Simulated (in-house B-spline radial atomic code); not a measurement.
A calculation on neutral neon: its settings, and results tabulated from the run. Method: non-relativistic PBE0, spin-polarised, spherical fractional occupations, point nucleus. Calculated with a radial B-spline atomic code at the basis-set limit.

Command:
```bash
python run_scf.py task.json out
```
Settings:
```
Z                10
configuration    [He] 2s2 2p6
hamiltonian      nr
method           pbe0
spin_polarised   True
```

Output (hartree, bohr):
```
 radial grid: 53 intervals, B-splines of order 8, outer radius 50 bohr

 iter        energy (Eh)    residual
    1        -128.611924    1.68e-01
    2        -128.701580    6.86e-02
    3        -128.871701    3.36e-03
    4        -128.871748    1.53e-03
    5        -128.871759    9.14e-05
    6        -128.871759    2.59e-05
    7        -128.871759    4.03e-06
    8        -128.871759    5.27e-08

 total energy                      -128.87176
 kinetic                             128.5670
 electron-nucleus                   -311.0074
 Hartree                              65.9660
 exact exchange                       -3.0170
 exchange-correlation                 -9.3804

 orbital      occ     eigenvalue          <r>       <r^2>       <1/r>       <r^4>       r_max
 1s up      1.000       -31.0617     0.158053   0.0336833      9.6073  0.00295873      0.1029
 1s down    1.000       -31.0617     0.158053   0.0336833      9.6073  0.00295873      0.1029
 2s up      1.000        -1.4906      0.89666    0.980438     1.63289     1.94808      0.6827
 2s down    1.000        -1.4906      0.89666    0.980438     1.63289     1.94808      0.6827
 2p up      3.000        -0.5879     0.975199     1.27161     1.43673      4.4406       0.626
 2p down    3.000        -0.5879     0.975199     1.27161     1.43673      4.4406       0.626
```

Cost of the run: 0.15 s on 1 thread of Arm Neoverse V1, with other jobs on the host.
